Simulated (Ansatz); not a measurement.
```yaml
atoms:
  - { symbol: C, position_ang: [0.0000, 0.0158, -0.6902] }
  - { symbol: C, position_ang: [0.0000, -0.0421, 0.7904] }
  - { symbol: H, position_ang: [0.9337, 0.0148, 1.3558] }
  - { symbol: H, position_ang: [-0.9337, 0.0148, 1.3558] }
  - { symbol: H, position_ang: [0.0000, 1.0601, -1.0660] }
  - { symbol: H, position_ang: [0.8914, -0.4658, -1.1233] }
  - { symbol: H, position_ang: [-0.8914, -0.4658, -1.1233] }
```

Basis set: def2-TZVP (spherical functions). Left uncorrelated: 2 orbitals. Charge 0, multiplicity 2.

Computed with Ansatz (development build ahead of 0.2.0); each method stands on the lowest determinant of its kind that the runs found.

(1) Give the atomization energy at this shape (free ground-state atoms in the same class of orbitals less the molecule, no zero-point energy) of doublet C₂H₅ by UHF-MP2, UHF.

Answers

(1)

```
 method  atomization energy
UHF-MP2     582.36 kcal/mol
    UHF     466.54 kcal/mol
```
